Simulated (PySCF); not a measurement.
How methods differ on the electron affinity of Cr

Cr⁻ [Ar] 3d5 4s2 (6S) → Cr [Ar] 3d5 4s1 (7S), as a difference of total energies. Calculation: PySCF 2.14, in x2c-TZVPPall with one added diffuse shell each of s, p, d, f type (7s6p5d3f1g, 80 functions); the spin-free X2C one-electron Hamiltonian (Gaussian nucleus). Correlated levels: valence: [Ar] frozen. The calculations carry no spin-orbit coupling.

| method | electron affinity (eV) | error (eV) |
| --- | --- | --- |
| UHF | -0.317 | -0.993 |
| MP2 (valence) | 0.140 | -0.536 |
| SCS-MP2 (valence) | 0.246 | -0.430 |
| CCSD (valence) | 0.490 | -0.186 |
| CCSD(T) (valence) | 0.604 | -0.072 |

Reference: 0.676 eV (measured; photodetachment measurements, as compiled on the Wikipedia data page of electron affinities).

Errors of the correlated levels include the incompleteness of this basis and the frozen core.

A negative affinity means that the anion lies above the atom at that level of theory.

The coupled-cluster amplitudes are large for Cr⁻ (T1 above 0.03 or a double amplitude above 0.15), so a single reference is strained.
